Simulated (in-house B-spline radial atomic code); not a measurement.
# The thulium ion Tm⁵⁺: [Kr] 4d9 4f11 5s2 5p6 (an excited or competing configuration)

Method: Dirac-Hartree-Fock, average of configuration, Fermi nucleus of rms radius 5.2256 fm. Calculated with a B-spline radial code for spherical atoms.

Z_r = [3n² - l(l+1)]/(2<r>); Z_e = n√(-2ε); the last column is Slater's effective charge. Values are occupation-weighted means over j. An effective charge above Z reflects the relativistic contraction of the inner shells.

```json
{"shell": "1s", "electrons": "2", "ε (eV)": "-59837", "<r> (bohr)": "0.02001", "Z_r": "74.97", "Z_e": "66.32", "Slater": "68.70"}
{"shell": "2s", "electrons": "2", "ε (eV)": "-10296", "<r> (bohr)": "0.08423", "Z_r": "71.23", "Z_e": "55.02", "Slater": "64.85"}
{"shell": "2p", "electrons": "6", "ε (eV)": "-9139.8", "<r> (bohr)": "0.07505", "Z_r": "66.62", "Z_e": "51.84", "Slater": "64.85"}
{"shell": "3s", "electrons": "2", "ε (eV)": "-2437.5", "<r> (bohr)": "0.2198", "Z_r": "61.41", "Z_e": "40.15", "Slater": "57.75"}
{"shell": "3p", "electrons": "6", "ε (eV)": "-2076.7", "<r> (bohr)": "0.219", "Z_r": "57.07", "Z_e": "37.06", "Slater": "57.75"}
{"shell": "3d", "electrons": "10", "ε (eV)": "-1608.6", "<r> (bohr)": "0.2", "Z_r": "52.51", "Z_e": "32.62", "Slater": "47.85"}
{"shell": "4s", "electrons": "2", "ε (eV)": "-574.4", "<r> (bohr)": "0.4958", "Z_r": "48.41", "Z_e": "25.99", "Slater": "41.25"}
{"shell": "4p", "electrons": "6", "ε (eV)": "-451.21", "<r> (bohr)": "0.5239", "Z_r": "43.90", "Z_e": "23.04", "Slater": "41.25"}
{"shell": "4d", "electrons": "9", "ε (eV)": "-281.5", "<r> (bohr)": "0.5647", "Z_r": "37.19", "Z_e": "18.19", "Slater": "30.20"}
{"shell": "5s", "electrons": "2", "ε (eV)": "-133.66", "<r> (bohr)": "1.17", "Z_r": "32.04", "Z_e": "15.67", "Slater": "14.75"}
{"shell": "5p", "electrons": "6", "ε (eV)": "-98.279", "<r> (bohr)": "1.32", "Z_r": "27.66", "Z_e": "13.44", "Slater": "14.75"}
{"shell": "4f", "electrons": "11", "ε (eV)": "-95.062", "<r> (bohr)": "0.6686", "Z_r": "26.92", "Z_e": "10.57", "Slater": "20.50"}
```

The least bound orbital is 4f7/2 at -94.43 eV, while the most diffuse is 5p3/2 (<r> = 1.345 bohr against 0.6719 bohr): energy order and size order differ. The part-filled 4d shell lies below the filled 5p shell in orbital energy.

Spin-orbit splittings of the orbital energies (j = l + 1/2 above j = l - 1/2 when positive): 2p 982.5 eV, 3p 211.2 eV, 3d 45.63 eV, 4p 48.67 eV, 4d 9.078 eV, 5p 7.841 eV, 4f 1.482 eV.

For the 1s electron the small component carries 6.69 % of the norm, the zero-frequency Breit interaction raises the level by 193.1 eV, self-energy by 118 eV, and vacuum polarisation lowers it by 20.72 eV.
